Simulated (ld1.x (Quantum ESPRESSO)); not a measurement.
## terbium, RRKJ: configuration errors across variants

- Element: terbium
- Generator: ld1.x (Quantum ESPRESSO) 7.5
- Type: norm-conserving RRKJ (Kleinman–Bylander form)
- Functional: LDA (PZ)
- Relativity: scalar-relativistic
- Frozen core: [Kr] 4d10 4f8
- Valence charge: 11
- Reference configuration: 5s2 5p6 5d1.5 6s1.5 6p0
- Partial waves: 5p (bound): rc 2.15 bohr; 5d (bound): rc 3.50 bohr; 5f channel at 0.25 Ry: rc 3.30 bohr; 5s (bound): rc 1.70 bohr
- Local potential: the s channel
- Core correction: none
- rho0: 0.005

Occupied shells without a wave of their own: 6s. They enter only through the test configuration that unscreens the potential.

All-electron excitation energies from the reference (eV): (1) 5s2 5p6 5d1 6s2 6p0 -0.927; (2) 5s2 5p6 5d1 6s1 6p0 6.027; (3) 5s2 5p6 5d1 6s0 6p0 18.571; (4) 5s2 5p6 5d2 6s1 6p0 1.013; (5) 5s2 5p6 5d0 6s2 6p1 0.896; (6) 5s2 5p6 5d1 6s1 6p1 2.107; (7) 5s2 5p6 5d1 6s1.5 6p0 1.882.

For the base: The 6s level has no wave, so the channel is fitted at the deeper level alone: the likely source of the large errors.

On the changes marked as counting shells twice: ld1.x takes every shell without a wave as core, so the model core holds the marked electrons as well and exchange and correlation see them twice. This cancels in the reference configuration, but the file is broken for other ones, and its errors say nothing about a proper core correction.

5 further variants failed, have other tests or another functional or relativity, and are left out.

The file “all radii scaled by about 1.41 (s 2.40, p 3.04, d 4.94, f 4.66 bohr)” misses its own reference levels by 1.8 eV.

Errors AE − PS in meV (a dash: test not solved or not reliable):

| change | (1) | (2) | (3) | (4) | (5) | (6) | (7) | bound ghosts |
| --- | --- | --- | --- | --- | --- | --- | --- | --- |
| base | +129 | -165 | -651 | -107 | +257 | -105 | +1.5 | none |
| wave 5f channel at 0.25 Ry: rc 3.30 bohr becomes 5f channel at -0.05 Ry: rc 3.30 bohr | +129 | -165 | -651 | -107 | +257 | -105 | +1.5 | none |
| core correction a·sin(br)/r model core inside 1.70 bohr (6s counted twice) | +126 | -249 | -1121 | -110 | +213 | -127 | -15 | none |
| wave 5d (bound): rc 3.50 bohr becomes 5d (bound): rc 3.24 bohr | +127 | -166 | -649 | -109 | +229 | -107 | -0.2 | none |
| all radii scaled by about 1.41 (s 2.40, p 3.04, d 4.94, f 4.66 bohr) | +1072 | -998 | -4686 | -1016 | +1579 | -1186 | +191 | not determined |
| wave 5f channel at 0.25 Ry: rc 3.30 bohr becomes 5f channel at 0.25 Ry: rc 3.70 bohr | +129 | -165 | -651 | -107 | +257 | -105 | +1.5 | none |
| wave 5p (bound): rc 2.15 bohr becomes 5p (bound): rc 1.98 bohr | +129 | -165 | -651 | -107 | +249 | -112 | +1.7 | none |

Give the same row for: wave 5s (bound): rc 1.70 bohr becomes 5s (bound): rc 2.04 bohr.

+445, -587, -2311, -399, +649, -465, -1.7; bound ghosts: none.
